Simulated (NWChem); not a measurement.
Molecule: CH₇NOSi; SMILES NC[SiH2]O

```xyz
11

N      0.1210     2.1922     0.0120
C     -0.6986     0.9806     0.0294
Si     0.3710    -0.5784     0.0139
O     -0.4471    -2.0333     0.0979
H      0.7367     2.2260     0.8229
H      0.7252     2.2128    -0.8082
H     -1.3911     1.0017    -0.8303
H     -1.3495     0.9955     0.9203
H      1.2598    -0.5426     1.2121
H      1.2252    -0.5085    -1.2211
H     -0.9252    -2.3102    -0.6884
```
Atoms are numbered in this order, from 1.

Level: PBE0/def2-SVP (NWChem), optimised geometry, unscaled harmonic frequencies. 

```
frequency (cm⁻¹)  IR intensity (km/mol)
----------------  ---------------------
109                                 1.6
142                                 3.1
201                               130.0
272                                57.9
317                                 6.6
480                                 8.9
688                                66.9
708                                58.3
825                               312.1
834                                22.3
855                                68.6
887                                54.5
926                               216.8
952                               101.4
1075                               14.6
1099                                3.5
1262                                0.5
1362                                0.0
1426                                4.8
1636                               19.9
2183                              152.6
2243                              118.8
3055                               18.1
3113                                9.1
3532                                0.8
3619                                3.6
3940                              101.8
```

```yaml
zero_point_energy: 53.9 kcal/mol
thermal correction to the enthalpy at 298.15 K (with zero-point energy): 58.6 kcal/mol
heat capacity Cv: 22.2 cal/(mol K)
entropy at 298.15 K and 1 atm (symmetry number 1): 77.8 cal/(mol K)
dipole_moment: 1.27 D
```

Rigid rotor and harmonic oscillator.
